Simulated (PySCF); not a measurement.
SMILES c1(ccc(-c2cccs2)s1)-c1cccs1 (C₁₂H₈S₃), GFN2-xTB optimised geometry.

```
23

C      1.29    -4.76     0.00
C      2.65    -4.73     0.00
S      3.27    -3.13     0.00
C      1.65    -2.47     0.00
C      1.44    -1.06     0.00
C      2.37    -0.06     0.00
C      1.81     1.23     0.00
C      0.44     1.22     0.00
C     -0.45     2.34     0.00
C     -1.82     2.34     0.00
C     -2.37     3.63     0.00
C     -1.43     4.61     0.00
S      0.17     3.97     0.00
S     -0.18    -0.41     0.00
C      0.72    -3.48     0.00
H      0.72    -5.67     0.00
H      3.34    -5.55     0.00
H      3.43    -0.25     0.00
H      2.39     2.13     0.00
H     -2.40     1.43     0.00
H     -3.43     3.83     0.00
H     -1.56     5.67     0.00
H     -0.34    -3.29     0.00
```

Density from PBE/def2-SVP (PySCF) at that geometry.

Minimum of the electron density along straight lines between bonded atoms, close to the bond critical point (lines longer than 1.1 times the sum of covalent radii, or with two minima, are not listed):

| bond | length / Å | ρ at the minimum / e bohr⁻³ | ∇²ρ there / e bohr⁻⁵ | position (fraction from the first atom) |
|---|---|---|---|---|
| C1–C2 | 1.359 | 0.320 | -0.78 | 0.49 |
| C2–S3 | 1.719 | 0.214 | -0.44 | 0.47 |
| S3–C4 | 1.743 | 0.205 | -0.40 | 0.53 |
| C4–C5 | 1.425 | 0.284 | -0.67 | 0.50 |
| C5–C6 | 1.374 | 0.312 | -0.75 | 0.51 |
| C6–C7 | 1.399 | 0.300 | -0.72 | 0.50 |
| C7–C8 | 1.374 | 0.312 | -0.75 | 0.49 |
| C8–C9 | 1.425 | 0.284 | -0.67 | 0.50 |
| C9–C10 | 1.372 | 0.313 | -0.76 | 0.51 |
| C10–C11 | 1.407 | 0.295 | -0.70 | 0.50 |
| C11–C12 | 1.359 | 0.320 | -0.78 | 0.49 |
| C9–S13 | 1.742 | 0.205 | -0.40 | 0.47 |
| C12–S13 | 1.719 | 0.214 | -0.44 | 0.47 |
| C5–S14 | 1.742 | 0.205 | -0.40 | 0.47 |
| C8–S14 | 1.742 | 0.205 | -0.40 | 0.47 |
| C1–C15 | 1.407 | 0.295 | -0.70 | 0.50 |
| C4–C15 | 1.372 | 0.313 | -0.76 | 0.51 |
| C1–H16 | 1.075 | 0.282 | -1.07 | 0.63 |
| C2–H17 | 1.072 | 0.283 | -1.09 | 0.64 |
| C6–H18 | 1.076 | 0.281 | -1.06 | 0.63 |
| C7–H19 | 1.076 | 0.281 | -1.06 | 0.63 |
| C10–H20 | 1.076 | 0.281 | -1.06 | 0.63 |
| C11–H21 | 1.075 | 0.282 | -1.07 | 0.63 |
| C12–H22 | 1.072 | 0.283 | -1.09 | 0.64 |
| C15–H23 | 1.076 | 0.281 | -1.06 | 0.63 |
